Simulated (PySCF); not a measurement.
How methods differ on the ionisation energy of S²⁺

S²⁺ [Ne] 3s2 3p2 (3P) → S³⁺ [Ne] 3s2 3p1 (2P), as a difference of total energies. Computed with PySCF 2.14 in aug-cc-pVDZ-DK (5s4p2d, 27 functions), with the spin-free X2C one-electron Hamiltonian (Gaussian nucleus). Correlated levels: valence: [Ne] frozen. The calculations carry no spin-orbit coupling.

Problem. Order these methods by the ionisation energy they give, lowest first.
A. TPSS
B. SCS-MP2 (valence)
C. UHF
D. CCSD (valence)

Solution. C (34.143 eV), B (34.378 eV), D (34.485 eV), A (34.887 eV).

The reference lies between the lowest fine-structure levels, while these numbers refer to the centres of the terms.

Errors of the correlated levels include the incompleteness of this basis and the frozen core.

For comparison: 34.86 ± 0.04 eV (semi-empirical (NIST evaluation); NIST Atomic Spectra Database, ionization energies).
